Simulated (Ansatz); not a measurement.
The cluster NbO₃⁻. The state is a triplet with charge -1. Geometry r2SCAN-D4/def2-TZVPD; atoms count from 1.

```xyz
4

Nb   -0.324   -0.670   -0.227
O    -0.412    1.297   -0.374
O     1.211   -1.481   -0.417
O    -0.474    0.854    1.019
```

In the def2 sets Nb takes a core potential; there is no spin–orbit coupling. The structure holds one bond between oxygen atoms, so isomers without such links may lie far lower. The structure comes from a short search, and lower isomers may exist.

Question: Estimate the Mulliken populations from the PBE0/def2-TZVPD orbitals of Ansatz.

Answer: 
| atom | charge (e) | spin (α − β) | d electrons |
| --- | --- | --- | --- |
| Nb1 | 0.82 | 2.31 | 3.03 |
| O2 | -0.50 | -0.08 | – |
| O3 | -0.82 | -0.16 | – |
| O4 | -0.50 | -0.08 | – |
Mulliken values and Mayer orders depend strongly on the basis. With diffuse functions, as here, like atoms can get unlike values, and bond orders can come out too low or too high.

Question: Where does the spin sit?

Answer: Summed by element: Nb 2.31, O -0.31, of 2 unpaired in all. Largest on single atoms: Nb1 2.31, O3 -0.16, O4 -0.08.

Question: And the Mayer bond orders between bonded heavy atoms (over 0.3)?

Answer: Nb1–O2 0.61 (1.97 Å); Nb1–O3 1.53 (1.75 Å); Nb1–O4 0.61 (1.97 Å); O2–O4 0.68 (1.46 Å).
